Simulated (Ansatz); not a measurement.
Ansatz (a program for electronic structure) input:

Ansatz 0.2 input:
```yaml
crystal:
  periodic: [false, false, false]
  atoms:
    - {symbol: C, position_ang: [-0.37708342, 1.08626761, 0.16283026]}
    - {symbol: C, position_ang: [-1.12385045, -0.28975267, 0.04106663]}
    - {symbol: C, position_ang: [0.33463378, -0.17758331, -0.04545889]}
    - {symbol: O, position_ang: [1.38188572, -0.73333852, -0.18772459]}
    - {symbol: H, position_ang: [-0.34007347, 1.55204714, 1.14085017]}
    - {symbol: H, position_ang: [-0.46474761, 1.77957040, -0.66571637]}
    - {symbol: H, position_ang: [-1.68856913, -0.47548796, -0.86526580]}
    - {symbol: H, position_ang: [-1.56389500, -0.70301121, 0.94130074]}
basis:
  gaussian:
    orbitals: def2-TZVPD
hamiltonian:
  xc: {name: SVWN5}
magnetization: {spin_polarized: true, initial_magnetization: 2}
```

### Question
What final total energy does it print?

### Answer
-190.22602 Eh (SVWN5/def2-TZVPD). The basis has 187 functions.

This state (charge 0, triplet) is run at the relaxed geometry of the species with charge 0 and multiplicity 1, and is a spin state other than that species' own.
